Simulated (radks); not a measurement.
Ir IV, configuration [Xe] 4f14 5d5.5 6d0.5 (fractional occupations, a model configuration). All-electron calculation, Dirac Kohn-Sham, PBE, spin-unpolarised, spherical densities, point nucleus; open shells fill j = l - 1/2 first. Program: a radial shooting solver on a logarithmic mesh with Libxc functionals. Some entries of the table are withheld. Estimate them.

orbital,occ.,eigenvalue (hartree),<1/r> (bohr^-1)
1s1/2,2,-2795.027,92.26
2s1/2,2,-489.6351,(1)
2p1/2,2,-469.0238,22.53
2p3/2,4,-409.2027,18.59
3s1/2,2,(2),8.288
3p1/2,2,-106.2839,8.199
3p3/2,4,-93.18504,7.175
3d3/2,4,-77.81989,7.071
3d5/2,6,-74.98980,6.835
4s1/2,2,-25.65760,3.496
4p1/2,2,-21.76949,(3)
4p3/2,4,-18.67150,(4)
4d3/2,4,-12.30586,2.822
4d5/2,6,-11.73087,2.739
5s1/2,2,-4.87516,1.396
5p1/2,2,-3.64895,1.272
4f5/2,6,-3.63558,2.335
4f7/2,8,-3.52083,2.301
5p3/2,4,-3.14115,1.147
5d3/2,4,-1.49200,0.8655
5d5/2,1.5,-1.43687,0.8390
6d3/2,0.5,-0.53431,0.3130
6d5/2,0,-0.52623,0.3084

Answer. 
(1) 2s1/2 <1/r> (bohr^-1): 22.58
(2) 3s1/2 eigenvalue (hartree): -115.5033
(3) 4p1/2 <1/r> (bohr^-1): 3.385
(4) 4p3/2 <1/r> (bohr^-1): 3.030
